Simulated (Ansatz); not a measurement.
One change: `C[SiH](N)BCl` becomes `C[SiH](N)N`.

Ansatz, PBE0-D4/def2-TZVP geometries, multiplicity 1. Each molecule was computed in one conformer, which needn't be the lowest.

```tsv
property	`C[SiH](N)BCl`
HOMO–LUMO gap (ωB97M-V/def2-TZVPP) / eV	9.46
HOMO energy (PBE/def2-TZVPP) / eV	-5.82
size of the dipole moment (B3LYP/def2-TZVPP) / D	1.57
LUMO energy (B3LYP/def2-TZVPP) / eV	-2.16
size of the dipole moment (PBE/def2-TZVPP) / D	1.48
LUMO energy (PBE/def2-TZVPP) / eV	-2.93
```

Q: What does the change do to each property? (Estimate.)

A: Ansatz gave: 
```json
{"property": "HOMO–LUMO gap (ωB97M-V/def2-TZVPP) / eV", "`C[SiH](N)N`": "11.81", "shift": "2.35"}
{"property": "HOMO energy (PBE/def2-TZVPP) / eV", "`C[SiH](N)N`": "-5.63", "shift": "0.19"}
{"property": "size of the dipole moment (B3LYP/def2-TZVPP) / D", "`C[SiH](N)N`": "0.50", "shift": "-1.07"}
{"property": "LUMO energy (B3LYP/def2-TZVPP) / eV", "`C[SiH](N)N`": "0.70", "shift": "2.86"}
{"property": "size of the dipole moment (PBE/def2-TZVPP) / D", "`C[SiH](N)N`": "0.57", "shift": "-0.91"}
{"property": "LUMO energy (PBE/def2-TZVPP) / eV", "`C[SiH](N)N`": "0.24", "shift": "3.17"}
```

With PBE0 the HOMO rises by 0.16 eV and the LUMO rises by 3.05 eV, so the gap widens by about 2.89 eV. PBE moves the HOMO by 0.19 eV and ωB97M-V by 0.08 eV. Dipoles are sizes alone; their direction can turn.

Positive LUMOs are unbound, so they and the gaps depend on the basis.

B3LYP here is the variant with VWN-RPA as its local correlation; programs differ in this.
